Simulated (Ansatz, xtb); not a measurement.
Species: sum formula SiOF₂, charge -1, multiplicity 2. SMILES of the parent species: O=[Si](F)F
Geometry from a B3LYP-D3(BJ)/def2-TZVP (Ansatz, a quantum-chemistry and plane-wave program) optimisation:
```xyz
4

Si     0.0222    -0.3319    -0.1437
O      1.5724    -0.2777    -0.2188
F     -0.6432    -0.1115     1.3587
F     -0.7890     0.8746    -0.9405
```
Charge -1, spin multiplicity 2.

Harmonic wavenumbers from GFN2-xTB (xtb, at its own minimum), cm⁻¹: 245, 253, 350, 588, 611, 1252.

Question: Give the harmonic wavenumbers at B3LYP-D3(BJ)/def2-TZVP (Ansatz, finite differences of forces, unscaled).

Answer: 299, 300, 406, 706, 737, 1114 cm⁻¹. Zero-point energy 5.1 kcal/mol.

Question: From these and the geometry, give the ideal-gas thermochemistry at 298.15 K and 1 atm (rigid rotor, harmonic oscillator).

Answer: Point group Cs, rotational symmetry number 1. Rotational constants 7.836, 7.03, 3.989 GHz. S(trans) 39.13, S(rot) 24.80, S(vib) 4.40, S(elec, spin only) 1.38, S 69.7 cal/(mol K). H(298) - H(0) 3.23 kcal/mol; G - E(el) -12.5 kcal/mol.
